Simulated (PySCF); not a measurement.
O3Zr, multiplicity 1. Atoms are numbered in the order given.

```xyz
4

Zr     0.3117    -0.2631     0.0000
O     -0.8851    -1.5566     0.0000
O     -0.3368     1.4362     0.7464
O     -0.3368     1.4362    -0.7464
```

Geometry: B3LYP-D3(BJ)/def2-TZVP. The multiplicity is an assumed one; other spin states were not compared. The def2 effective core potentials stand for the cores of Zr; spin–orbit coupling is left out.

Level of theory: PBE/def2-TZVPD in PySCF.

Symmetry labels are those of the subgroup Cs that the program uses (full group Cs).

Computed valence orbital energies around the gap with their symmetry:
```json
[
 {"orbital": "HOMO−7", "symmetry": "A'", "energy (eV)": "-10.58"},
 {"orbital": "HOMO−6", "symmetry": "A'", "energy (eV)": "-9.40"},
 {"orbital": "HOMO−5", "symmetry": "A'", "energy (eV)": "-9.37"},
 {"orbital": "HOMO−4", "symmetry": "A\"", "energy (eV)": "-7.57"},
 {"orbital": "HOMO−3", "symmetry": "A'", "energy (eV)": "-7.17"},
 {"orbital": "HOMO−2", "symmetry": "A\"", "energy (eV)": "-6.77"},
 {"orbital": "HOMO−1", "symmetry": "A'", "energy (eV)": "-6.77"},
 {"orbital": "HOMO", "symmetry": "A\"", "energy (eV)": "-5.33"},
 {"orbital": "LUMO", "symmetry": "A'", "energy (eV)": "-3.57"},
 {"orbital": "LUMO+1", "symmetry": "A'", "energy (eV)": "-2.80"},
 {"orbital": "LUMO+2", "symmetry": "A\"", "energy (eV)": "-2.46"},
 {"orbital": "LUMO+3", "symmetry": "A\"", "energy (eV)": "-1.09"}
]
```
